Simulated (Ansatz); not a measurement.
H3AlClSi, SMILES `[SiH3][Al-][Cl]` (excited triplet) (charge -1, multiplicity 3). This triplet is an excited state, 1.05 eV above the relaxed singlet at the level frozen-core CCSD(T)/aug-cc-pVDZ // PBE0-D3(BJ)/def2-TZVPD (Ansatz, a first-principles code).

The numbers are results of r2SCAN0/aug-cc-pVTZ // PBE0-D3(BJ)/def2-TZVPD run with Ansatz, not measurements.

Ansatz 0.2 input:
```yaml
crystal:
  periodic: [false, false, false]
  atoms:
    - { symbol: Si, position_ang: [-0.720289, -0.046663, 0.031032] }
    - { symbol: Al, position_ang: [1.567747, -0.624467, 0.63732] }
    - { symbol: Cl, position_ang: [3.196504, 0.476184, -0.400165] }
    - { symbol: H, position_ang: [-1.65916, -0.896782, 0.842953] }
    - { symbol: H, position_ang: [-1.207599, 1.362432, 0.281524] }
    - { symbol: H, position_ang: [-1.177202, -0.270704, -1.392665] }
basis:
  gaussian: { orbitals: aug-cc-pVTZ }
hamiltonian:
  xc: r2scan0
total_charge: -1
magnetization:
  spin_polarized: true
  initial_magnetization: 2
```

Output:

```
Functional definition: r2SCAN0
1277 factors; their error is unknown
mean field evaluation 1: about -27044.7672 eV, gradient 1.1e1 eV
mean field evaluation 2: about -27045.2283 eV, gradient 1.1e1 eV
mean field evaluation 4: about -27046.2149 eV, gradient 5.4e-1 eV
mean field evaluation 8: about -27046.2988 eV, gradient 1.3e-1 eV
mean field evaluation 16: about -27046.2990 eV, gradient 2.4e-4 eV
mean field -27046.29898935 eV, -993.9331552186 hartree, gradient 6.9e-5 eV, S^2 2.006099; 0 other end points of the search recorded, 0 dependent functions left out
reference -27046.29905353 eV, -993.9331575771 hartree; 25, 23 occupied and 194, 196 virtual orbitals, 1277 factors
Total energy: -27046.29905353 eV, -993.9331575771 hartree
```
